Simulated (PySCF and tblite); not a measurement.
Values are calculated unless marked as measured or tabulated.
C₆H₉F₃S, numbered as in [F:1][C:2]([F:3])([F:4])[C@H:5]1[CH2:6][CH2:7][CH2:8][CH2:9][S:10]1.

Conformers came from 90 starts (ETKDG and KDG, MMFF94s, GFN2-xTB); geometries are PBE0-D3(BJ)/def2-SVP. Free energies are PBE0-D3(BJ)/def2-SVPD single points with GFN2-xTB rigid-rotor and vibrational terms (modes under about 100 cm⁻¹ blended into free rotors). Symmetry numbers and mirror images are counted. Conformers within 4 kcal/mol (GFN2-xTB free energy) were kept, 5 at most. Of two unlike H on one atom, a is the less shielded (PBE0/pcSseg-1). (PySCF 2.14, tblite 0.8.)

An NOE distance is ⟨r⁻⁶⟩^(−1/6) over all pairs of like atoms and, for the average, over conformers.

The 6-ring runs over atoms 5–6–7–8–9–10.

| conformer | shape | weight % |
| --- | --- | --- |
| 1 | 6-ring chair (C2 axial) | 67.7 |
| 2 | 6-ring chair (all substituents equatorial) | 31.9 |
| 3 | 6-ring twist-boat (ring torsions -72, 31, 38, -64, 27, 33°) | 0.3 |
| 4 | 6-ring between boat and twist-boat (ring torsions -45, -23, 68, -44, -18, 64°) | 0.1 |

**Question.** Which H–H contacts under 3.5 Å would NOEs report (pairs on one atom left out) at 298.15 K?

**Answer.** 
| pair | in 1 (Å) | in 2 (Å) | in 3 (Å) | in 4 (Å) | average (Å) |
| --- | --- | --- | --- | --- | --- |
| H5 ··· H6b | 2.37 | 2.50 | 2.36 | 2.52 | 2.40 |
| H6b ··· H7b | 2.46 | 2.47 | 2.57 | 2.40 | 2.47 |
| H7b ··· H8b | 2.49 | 2.47 | 2.35 | 2.34 | 2.48 |
| H7a ··· H8a | 2.48 | 2.49 | 2.36 | 2.33 | 2.48 |
| H8b ··· H9b | 2.47 | 2.50 | 2.39 | 2.50 | 2.48 |
| H6a ··· H7a | 2.49 | 2.49 | 2.58 | 2.39 | 2.49 |
| H8a ··· H9a | 2.49 | 2.48 | 2.38 | 2.56 | 2.49 |
| H6a ··· H7b | 2.46 | 3.07 | 3.06 | 3.06 | 2.58 |
| H7b ··· H8a | 2.47 | 3.07 | 3.04 | 2.73 | 2.59 |
| H5 ··· H6a | 2.50 | 3.07 | 3.04 | 3.06 | 2.61 |
| H8a ··· H9b | 2.50 | 3.08 | 2.65 | 2.47 | 2.61 |
| H6b ··· H7a | 3.07 | 2.47 | 2.42 | 2.54 | 2.76 |
| H6b ··· H8b | 2.61 | 4.31 | 4.30 | 3.98 | 2.77 |
| H7a ··· H8b | 3.07 | 2.48 | 2.66 | 3.02 | 2.77 |
| H8b ··· H9a | 3.08 | 2.50 | 3.06 | 3.07 | 2.79 |
| H7a ··· H9a | 2.66 | 4.32 | 3.81 | 3.02 | 2.82 |
| H5 ··· H7b | 4.29 | 2.60 | 2.75 | 2.77 | 3.09 |
| H7b ··· H9b | 4.32 | 2.63 | 3.84 | 4.28 | 3.12 |
| H6a ··· H8a | 4.31 | 2.65 | 2.84 | 3.68 | 3.15 |
| H5 ··· H9b | 4.54 | 2.72 | 4.52 | 4.20 | 3.24 |

Longer pairs under the limit may be missing.
